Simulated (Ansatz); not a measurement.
Reaction (formal loss of a carbene): `[BH2][GeH]([CH3])[SiH3]` → `[BH2][GeH2][SiH3]` + `[CH2]` (triplet)

Program: Ansatz. Geometries: PBE0-D4/def2-TZVP. ΔE: electronic, gas phase. CBS: MP2 limit from def2 TZ/QZ plus the TZ coupled-cluster correction, frozen cores. This one scheme is used for every species. Triplets are unrestricted, without spin–orbit coupling. For Ge outer-core shells are correlated without core-valence functions, which leaves a few kJ/mol of doubt a bond. Scalar relativity is left out up to krypton.

```tsv
species	CCSD(T)/CBS(def2) energy (Eh)
`[BH2][GeH]([CH3])[SiH3]`	-2433.42294
`[BH2][GeH2][SiH3]`	-2394.15199
`[CH2]` (triplet)	-39.09499
```

(1) Work out ΔE.

Largest T1 diagnostic among the species: 0.013.

## Answers

(1) ΔE = (-2394.15199) + (-39.09499) − (-2433.42294) = 0.17596 Eh = +462.0 kJ/mol.

At CCSD(T), def2-SVP lies −28.8 kJ/mol from the extrapolated value and def2-TZVPP −10.5 kJ/mol. From BLYP to BHLYP (50 % exact exchange), in def2-TZVPP and without D4, ΔE moves by −7.2 kJ/mol.
